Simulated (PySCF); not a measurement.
Harmonic spectrum computed at PBE0 in the def2-TZVP basis family (core potentials from Rb on, PySCF, no spin–orbit coupling):

```
ω (cm⁻¹)  IR (km/mol)
     174          9.0
     459         85.7
     555          155
     714         96.3
    1027          224
    3938          202
```

Task: Which molecule gave it? In each, all ligands are bound to the one heavy central atom.
A. WO(OH) (quartet)
B. MoO(OH) (quartet)
C. AlO(OH) (singlet)
D. ZrO(OH) (doublet)

Result: B. It has Cs symmetry with Mo–O 1.675 Å, Mo–O 1.887 Å, O–H 0.957 Å.
